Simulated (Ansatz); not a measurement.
Ideal-gas functions of H4MoN2S2 (`[NH2][Mo]([NH2])(=[S])=[S]`) at 298.15 K and 1 bar, from an Ansatz frequency run at PBE0-D4/def2-TZVP.

Molar mass 192.12 g/mol, point group C2v (symmetry number 2), electronic degeneracy 1, moments of inertia 204.986, 289.409, 320.164 u Å². Harmonic wavenumbers (cm⁻¹, unscaled): 148, 167, 177, 217, 228, 263, 342, 379, 401, 562, 565, 639, 688, 707, 715, 1525, 1528, 3580, 3584, 3691, 3691.

Use S(trans) = R[1.5 ln M + 2.5 ln T − 1.1517]; rotational temperatures θ = 24.2544 K / I; S(rot) = R[ln(√π/σ · √(T³/θAθBθC)) + 1.5]; for each mode x = 1.438777 ν̃/T, S = R[x/(eˣ − 1) − ln(1 − e⁻ˣ)] and H = RT x/(eˣ − 1); 1 cm⁻¹ = 0.0119627 kJ/mol; R = 8.31446 J/(mol·K).

By hand: the entropy, in J/(mol·K).

Translation 174.4. Rotation: θ = 0.1183, 0.0838, 0.0758 K, giving 112.4. Vibration, mode by mode: 11.29, 10.33, 9.87, 8.30, 7.93, 6.87, 5.03, 4.36, 4.01, 2.18, 2.15, 1.62, 1.34, 1.25, 1.21, 0.04, 0.04, 0.00, 0.00, 0.00, 0.00, in all 77.8. Electronic 0.0. Sum 364.6 J/(mol·K).

By hand: H − E and G − E in kJ/mol, counted from the electronic energy.

Zero-point energy ½ × 23797 × 0.0119627 = 142.3; thermal vibration 13.7; translation, rotation and pV give 4 RT = 9.9. H − E = 165.9 kJ/mol, and G − E = 165.9 − 298.15 × 364.6/1000 = 57.2 kJ/mol.

Vibration gives 21 % of the entropy, 11.3 J/(mol·K) of it from the mode under 150 cm⁻¹: soft modes count most, and the harmonic formula is weakest for them. The sum counts one conformer and one mirror image; others add a mixing term.
